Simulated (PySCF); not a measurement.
Molfile (atoms numbered from 1):
```
C4H8OS2
     RDKit          3D

 15 14  0  0  0  0  0  0  0  0999 V2000
   -2.8174    0.1121    0.4336 C   0  0  0  0  0  0  0  0  0  0  0  0
   -2.0933   -0.0125   -0.6568 C   0  0  0  0  0  0  0  0  0  0  0  0
   -0.5276   -0.9298   -0.6118 S   0  0  0  0  0  4  0  0  0  0  0  0
   -0.3566   -1.3656    0.7745 O   0  0  0  0  0  0  0  0  0  0  0  0
    0.4979    0.6375   -0.7757 C   0  0  0  0  0  0  0  0  0  0  0  0
    2.2327    0.2438   -1.0791 S   0  0  0  0  0  0  0  0  0  0  0  0
    2.7017   -0.3507    0.5708 C   0  0  0  0  0  0  0  0  0  0  0  0
   -2.4579   -0.3191    1.3557 H   0  0  0  0  0  0  0  0  0  0  0  0
   -3.7634    0.6259    0.4633 H   0  0  0  0  0  0  0  0  0  0  0  0
   -2.3594    0.3579   -1.6324 H   0  0  0  0  0  0  0  0  0  0  0  0
    0.3931    1.2141    0.1408 H   0  0  0  0  0  0  0  0  0  0  0  0
    0.1399    1.1892   -1.6390 H   0  0  0  0  0  0  0  0  0  0  0  0
    3.6937   -0.7796    0.4787 H   0  0  0  0  0  0  0  0  0  0  0  0
    1.9917   -1.1041    0.8951 H   0  0  0  0  0  0  0  0  0  0  0  0
    2.7203    0.4889    1.2604 H   0  0  0  0  0  0  0  0  0  0  0  0
  1  2  2  0
  2  3  1  0
  3  4  2  0
  3  5  1  1
  5  6  1  0
  6  7  1  0
  1  8  1  0
  1  9  1  0
  2 10  1  0
  5 11  1  0
  5 12  1  0
  7 13  1  0
  7 14  1  0
  7 15  1  0
M  END
```

Geometry: GFN2-xTB; GIAO absolute shieldings from PySCF, gas phase, non-relativistic, averaged over equivalent atoms.

At PBE0/pcSseg-1 (173 basis functions, 21 s wall time on 1 thread of an Arm Neoverse V1, shared host):
| atoms | σ (ppm) |
| --- | --- |
| C2 | 32.6 |
| C1 | 61.8 |
| C5 | 115.3 |
| C7 | 167.2 |
| S3 | 165.6 |
| S6 | 531.1 |
| O4 | 292.9 |
| H10 | 25.07 |
| H8 | 25.16 |
| H9 | 25.32 |
| H12 | 28.39 |
| H11 | 28.52 |
| H13/H14/H15 | 29.09 |

What do these become at PBE0/def2-SVPD?

Results:


| atoms | σ at PBE0/def2-SVPD | change |
| --- | --- | --- |
| C2 | 48.5 | +15.9 |
| C1 | 79.3 | +17.5 |
| C5 | 125.1 | +9.8 |
| C7 | 175.8 | +8.6 |
| S3 | 251.9 | +86.3 |
| S6 | 590.0 | +58.9 |
| O4 | 297.0 | +4.1 |
| H10 | 25.01 | -0.06 |
| H8 | 25.23 | +0.07 |
| H9 | 25.57 | +0.25 |
| H12 | 28.38 | -0.01 |
| H11 | 28.44 | -0.08 |
| H13/H14/H15 | 29.09 | +0.00 |

The largest change is at S3 (sulfoxide sulfur). Cost: 221 basis functions, 32 s wall time on 1 thread of an Arm Neoverse V1, shared host. The order of the carbon signals is the same at both levels.
